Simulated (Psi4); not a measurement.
Psi4 input (wB97X-D/6-31G*):

```
memory 1500 MB

molecule {
0 3
Be   -0.40049805   -0.18242811    0.08419416
H     1.01339414    0.07642723    0.21699993
H     0.58859805    0.65328523   -0.55377658
symmetry c1
no_reorient
no_com
}

set {
  basis 6-31G*
  reference uks
  scf_type pk
  dft_radial_points 99
  dft_spherical_points 590
  e_convergence 1e-8
  d_convergence 1e-7
  maxiter 150
}

e = energy('wb97x-d')
print_out(f'\nFINAL {e:.10f} DIPOLE {variable("CURRENT DIPOLE")[0]:.6f} {variable("CURRENT DIPOLE")[1]:.6f} {variable("CURRENT DIPOLE")[2]:.6f}\n')
```

From the last part of the output:

```
              A
    DOCC [     2 ]
    SOCC [     2 ]
    NA   [     4 ]
    NB   [     2 ]

  @UKS Final Energy:   -15.77420818683000

   => Energetics <=

    Nuclear Repulsion Energy =              3.4355971637121900
    One-Electron Energy =                 -26.8608810464241756
    Two-Electron Energy =                   9.9251298818850806
    DFT Exchange-Correlation Energy =      -2.2740370038088704
    Empirical Dispersion Energy =          -0.0000171821942200
    VV10 Nonlocal Energy =                  0.0000000000000000
    Total Energy =                        -15.7742081868299984

  UHF NO Occupations:
  HONO-2 :    2  A 1.9998316
  HONO-1 :    3  A 1.0000000
  HONO-0 :    4  A 1.0000000
  LUNO+0 :    5  A 0.0001684
  LUNO+1 :    6  A 0.0000070
  LUNO+2 :    7  A 0.0000000
  LUNO+3 :    8  A 0.0000000

Computation Completed

Properties will be evaluated at   0.000000,   0.000000,   0.000000 [a0]

Properties computed using the SCF density matrix

 Multipole Moments:

 ------------------------------------------------------------------------------------
     Multipole            Electronic (a.u.)      Nuclear  (a.u.)        Total (a.u.)
 ------------------------------------------------------------------------------------

 L = 1.  Multiply by 2.5417464519 to convert [e a0] to [Debye]
 Dipole X            :          0.3866178           -0.0000000            0.3866178
 Dipole Y            :          0.1761056            0.0000000            0.1761056
 Dipole Z            :         -0.0812762           -0.0000000           -0.0812762
 Magnitude           :                                                    0.4325417

 ------------------------------------------------------------------------------------

FINAL -15.7742081868 DIPOLE 0.386618 0.176106 -0.081276

*** Psi4 exiting successfully. Buy a developer a beer!
```
